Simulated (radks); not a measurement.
Question: Coherent X-ray form factor from a spherical all-electron density. Calculated with a radial shooting solver on a logarithmic mesh with Libxc functionals: non-relativistic Kohn-Sham, exchange-only B88, spin-polarised, spherical densities, point nucleus.

sin(theta)/lambda (1/angstrom)  f0 (electrons)
0.05                                    23.337
0.1                                     21.770
0.15                                    19.943
0.2                                     18.155
0.25                                    16.470
0.3                                     14.907
0.4                                     12.221
0.5                                     10.190
0.6                                      8.760
0.8                                      7.097
1                                        6.136
1.25                                     5.133
1.5                                      4.184
2                                        2.695

The species is in the configuration that NIST lists as its ground one. Which atom or ion scatters so?

Answer: Neutral chromium, [Ar] 3d5 4s1. Extrapolating in s^2 from the first two rows gives f0(0) = 23.9, near the electron count 24; among species with that count, the fall with angle is slower the higher Z, and the table is that of Z = 24; from so few rows the species is fixed only to a neighbour or two.
